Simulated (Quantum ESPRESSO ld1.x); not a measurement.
Values are calculated unless marked as measured or tabulated.
One sound ld1.x (Quantum ESPRESSO 7.5) input for the iridium ion Ir2+ gives E = -16800.8122 hartree in 35 iterations:

```
 &input
    zed=77.0,
    iswitch=1,
    rel=0,
    lsd=1,
    dft='PW',
    config='[Xe] 4f14 5d7',
    prefix='ld1',
    max_out_wfc=37,
    file_charge='ld1.rho',
 /
```

Changed or added lines, one case at a time, and what came of them:

- rel=4: refused. The program stops in ld1_readin with "wrong rel": rel takes 0, 1 or 2.
- dft='HF': refused. The program stops in ld1_setup with "HF not implemented yet": ld1.x has no Hartree-Fock; KLI and OEP are its exact-exchange options.
- tr2=1e-2: inaccurate. The cycle stops early, after 9 iterations, and the energy is off by -0.8668 hartree against the sound run.
- config='[Xe] 4f14 5d7 8s1': refused. The program stops in el_config with "wrong main quantum number": the config string takes n from 1 to 7 alone.
- config='[Xe] 4f14 5d7 6p3': spurious. The string holds 78 electrons for Z = 77, so the species has charge -1 and is not the one meant. The equations of the added shell fail (the log warns of at least one error in the KS equations), so the printed solution is spurious even though the residual is small.
- beta=0.005: not converged. So little new potential is mixed in that the limit of 200 iterations comes first; the energy is off by -0.02914 hartree.
- config='[Xe] 4f14 5d7 1s1': refused. The program stops in occ_spin with "wrong occupations": the bracketed core already holds 1s.
